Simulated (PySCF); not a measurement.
BClH₃N, SMILES B(N)Cl. Geometry optimised at PBE0-D3(BJ)/def2-TZVP. One conformer was computed; it need not be the lowest.

PySCF with TDA-LC-ωPBE/def2-SVPD puts the lowest singlet excitations at 7.49, 8.15, 8.23, 8.93, 9.12, 9.35 eV.

**Question.** What are the lowest excitation roots from ADC(2)/aug-cc-pVDZ run with PySCF 2.14.0? (Estimate from the structure and the level; the computed values follow.)

**Answer.** 7.10, 7.60, 7.61, 8.05, 8.19, 8.36 eV. S1 differs by -0.39 eV (second minus first; roots are paired by order, and the bases may differ).
